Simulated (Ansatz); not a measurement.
C2H5NOSi. The species carries charge 0 and has multiplicity 1. The bonds changed during the relaxation, so this is another structure than the one it started from.

Cartesian coordinates in Å:
```
Si -0.587 0.393 1.365
N 0.485 0.633 -0.006
C 0.463 -0.128 -1.101
C -0.268 -1.159 -1.671
O 1.133 -0.009 -2.156
H -1.016 -1.021 1.316
H 0.197 0.686 2.588
H -1.754 1.304 1.292
H 1.112 1.425 -0.072
H 0.235 -2.124 -1.555
```

Q: Give the diagnostics of a CCSD(T)/def2-TZVPP run (frozen core, Ansatz 0.2.0). (Best estimate.)

A: The calculation gave: T1 = 0.0238, largest single amplitude 0.061, largest double 0.036, (T) share of the correlation energy 4.6 %, 15 CCSD cycles. The RHF solution is unstable towards an unrestricted one. T1 lies over the customary mark of 0.02 for closed shells.
